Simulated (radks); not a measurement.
The numbers below are computed, except where a source is named.
The oxygen ion O3+, configuration [He] 2s2 2p1. Code: a radial shooting solver on a logarithmic mesh with Libxc functionals. Model: scalar-relativistic Kohn-Sham, PBE, spin-polarised, spherical densities, finite nucleus; open shells are filled with parallel spins first; Fermi nuclear charge, rms radius 2.6991 fm.

Local quantities along the radius. ELF = 1/(1 + alpha^2) is the electron localisation function; alpha = (tau - tau_W)/tau_unif compares the Pauli kinetic energy density with that of the uniform gas (summed over spins). tau is taken from the large components.

r (bohr)	ELF	alpha
0.01031	1.000	0.001435
0.01143	1.000	0.001471
0.01259	1.000	0.001508
0.01397	1.000	0.001554
0.01537	1.000	0.001603
0.01706	1.000	0.001664
0.01878	1.000	0.001729
0.02083	1.000	0.001812
0.02293	1.000	0.001901
0.02545	1.000	0.002013
0.02801	1.000	0.002136
0.03108	1.000	0.002295
0.03421	1.000	0.002470
0.03796	1.000	0.002699
0.04179	1.000	0.002957
0.04637	1.000	0.003301
0.05104	1.000	0.003696
0.05618	1.000	0.004191
0.06234	1.000	0.004876
0.06862	1.000	0.005696
0.07614	1.000	0.006871
0.08382	1.000	0.008329
0.093	1.000	0.01050
0.1024	1.000	0.01331
0.1136	1.000	0.01769
0.125	0.999	0.02366
0.1387	0.999	0.03350
0.1527	0.998	0.04769
0.1695	0.995	0.07259
0.1865	0.988	0.1109
0.207	0.968	0.1824
0.2278	0.918	0.2987
0.2528	0.784	0.5245
0.2783	0.557	0.8914
0.3088	0.294	1.550
0.3399	0.147	2.410
0.3771	0.082	3.341
0.4151	0.069	3.672
0.457	0.088	3.212
0.5071	0.168	2.228
0.5582	0.334	1.413
0.6193	0.583	0.8458
0.6817	0.763	0.5571
0.7564	0.865	0.3945
0.8327	0.907	0.3195
0.9239	0.926	0.2821
1.017	0.931	0.2724
1.128	0.926	0.2818
1.242	0.913	0.3086
1.378	0.884	0.3618
1.517	0.836	0.4432
1.684	0.743	0.5879
1.853	0.603	0.8110
2.056	0.397	1.234
2.263	0.208	1.949
2.511	0.076	3.475
2.765	0.024	6.429
3.068	0.005	13.76
3.377	0.001	30.50

On this mesh the ELF has minima near r = 0.42 bohr, which separate the shells, and maxima near 1.0 (0.93).
